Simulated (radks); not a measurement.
Spherical quantum dot in the effective-mass picture: electrons in a hard-walled sphere of radius 9.1, with a point charge +1 (a donor) at the centre, all in effective atomic units (hartree* = m*/eps^2 hartree, bohr* = eps/m* bohr), one dielectric constant everywhere. Method: non-relativistic Kohn-Sham, LDA (Slater exchange, Perdew-Wang correlation), spin-polarised, spherical densities; computed with a radial shooting solver with Libxc functionals. Levels are named by radial order and angular momentum (1s, 1p, 1d, 2s, ...), and open shells are averaged over m.

N = 29, configuration 1s2 1p6 1d10 2s(up 1, down 0) 1f(up 7, down 3). This is the lowest configuration that the search found. Occupied and some empty levels:

| level | occupation | eigenvalue (hartree*) | <r> (bohr*) |
|---|---|---|---|
| 1s up | 1 | 3.6559 | 6.858 |
| 1s down | 1 | 3.6711 | 6.945 |
| 1p up | 3 | 3.6793 | 7.025 |
| 1p down | 3 | 3.6938 | 7.018 |
| 1d up | 5 | 3.7224 | 7.096 |
| 1d down | 5 | 3.7370 | 7.089 |
| 2s up | 1 | 3.7546 | 1.789 |
| 1f up | 7 | 3.7851 | 7.168 |
| 1f down | 3 | 3.7997 | 7.164 |
| 1g up | 0 | 3.8662 | 7.239 |
| 1g down | 0 | 3.8810 | 7.236 |
| 2s down | 0 | 3.8959 | 2.408 |
| 2p up | 0 | 4.0591 | 4.502 |
| 2p down | 0 | 4.0785 | 4.677 |
| 2d up | 0 | 4.1826 | 5.213 |
| 2d down | 0 | 4.1940 | 5.246 |

Energy (hartree*): total 54.0847, kinetic 9.1126, external -4.9820, Hartree 56.197, exchange-correlation -6.2427.

Electron density:

| r (bohr*) | n(r) (e/bohr*^3) |
|---|---|
| 0.733 | 0.06772 |
| 1.41 | 0.01800 |
| 2.09 | 0.005098 |
| 2.77 | 0.001711 |
| 3.44 | 0.001052 |
| 4.12 | 0.001574 |
| 4.80 | 0.003267 |
| 5.48 | 0.006651 |
| 6.15 | 0.01191 |
| 6.83 | 0.01732 |
| 7.51 | 0.01782 |
| 8.19 | 0.009691 |
| 8.87 | 0.0007740 |
